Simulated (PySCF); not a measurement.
# Dipole moment and polarisability of InEt2I

InEt2I, C4H10IIn.
Geometry (PBE0-D3(BJ)/def2-SVP, Å), atoms numbered from 1 in this order:
```
atom  x, y, z in Å
In1   -0.0444   -0.1082   -0.0645
C2     2.1025   -0.4202   -0.0869
C3     2.5615   -1.5952    0.7652
H4     2.5871    0.5229    0.2121
H5     2.3535   -0.5808   -1.1493
H6     3.6464   -1.7657    0.6620
H7     2.3604   -1.4339    1.8361
H8     2.0507   -2.5285    0.4801
C9    -1.4624    1.5338   -0.0050
C10   -2.8099    1.2310   -0.6420
H11   -0.9710    2.4049   -0.4682
H12   -1.5732    1.7736    1.0668
H13   -3.5097    2.0750   -0.5184
H14   -2.7230    1.0375   -1.7225
H15   -3.2819    0.3419   -0.1963
I16   -1.3211   -2.5219   -0.1029
```

Level: CAM-B3LYP/def2-SVPD (PySCF), static field, nuclei fixed, core orbitals frozen in the response. The polarisability tensor in these axes (au):

```
x   144.63  -4.36   5.62
y    -4.36 139.54  -1.99
z     5.62  -1.99  94.96
```

Task: Give the principal values, the mean and the anisotropy Δα = √{½[(α1 − α2)² + (α2 − α3)² + (α1 − α3)²]}.

Result: Principal values 94.28, 137.06 and 147.78 au; mean 126.37 au = 18.73 Å³ = 20.84 × 10⁻⁴⁰ C²·m²/J; Δα = 49.03 au (39 % of the mean).

Task: What is the dipole moment, and where does it point?

Result: (1.78, 3.40, 0.05) D, 3.84 D in size, pointing from the negative to the positive side. Measured along this direction, the outermost atoms are I16 at the negative end and H11 and H4 at the positive end.

Task: Estimate the molar refractivity from the static electronic polarisability.

Result: Lorentz–Lorenz: R = (4π/3)N_A α = 2.5225 cm³/(mol·Å³) × 18.73 Å³ = 47.2 cm³/mol, in the limit of long wavelengths.

Task: Directions of the eigenvectors, and the extent of the frame along each?

Result: Largest value along (0.87, -0.49, 0.11), where the nuclei span 8.20 Å; middle along (0.49, 0.87, 0.02), 4.57 Å; least along (-0.11, 0.03, 0.99), 2.94 Å. The response follows the extents in order.

Task: Find the Langevin capture rate constant for O2+ (31.990 u) meeting this molecule (299.887 u), k = 2.342 × 10⁻⁹ cm³/s × √(α in Å³ / reduced mass in u).

Result: The reduced mass is 28.91 u, so k = 1.89 × 10⁻⁹ cm³/s. The formula leaves out the permanent dipole, which adds to the capture rate.

Task: In a dilute gas of rigid molecules at 500 K, how does the orientational term μ²/3kT compare with the electronic polarisability?

Result: In Gaussian units μ²/3kT = 71.13 Å³ against 18.73 Å³, a ratio of 3.80; the Debye molar polarisation (4π/3)N_A(α + μ²/3kT) is 226.7 cm³/mol, leaving out the vibrational part.

Geometry: PBE0-D3(BJ)/def2-SVP, one conformer, isolated molecule. Atoms past krypton carry effective core potentials; spin–orbit coupling is left out.

The run behind these numbers computed excited states and ΔSCF ions as well. Time: 5.8 min wall (with the writing of density and orbital grids); peak memory 1.5 GiB. Hardware: one thread of an Arm Neoverse V1, shared host with 32 logical CPUs at a one-minute load of 21.
